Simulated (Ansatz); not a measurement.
Basis-set series for FH₅O₂Si₂ (`O[Si](O)(F)[SiH3]`). Charge 0, multiplicity 1. Geometry: relaxed with PBE0-D4/def2-TZVP. It is one conformer, not always the lowest.

```tsv
functional	basis	functions	energy (Eh)	HOMO (eV)	LUMO (eV)
PBE0-D4	def2-TZVPP	247	-832.09649	-8.45	0.14
PBE0-D4	def2-QZVPP	461	-832.13140	-8.48	0.00
ωB97M-V	def2-TZVPP	247	-832.47844	-10.55	1.84
ωB97M-V	def2-QZVPP	461	-832.51126	-10.59	1.33
```

Give the rows for def2-SVP. (An estimate is asked.)

The calculation gave: 
```tsv
functional	basis	functions	energy (Eh)	HOMO (eV)	LUMO (eV)
PBE0-D4	def2-SVP	103	-831.55721	-8.33	0.50
ωB97M-V	def2-SVP	103	-831.93184	-10.40	2.38
```

Positive LUMOs are unbound and depend on the basis.

Program: Ansatz 0.2.0.
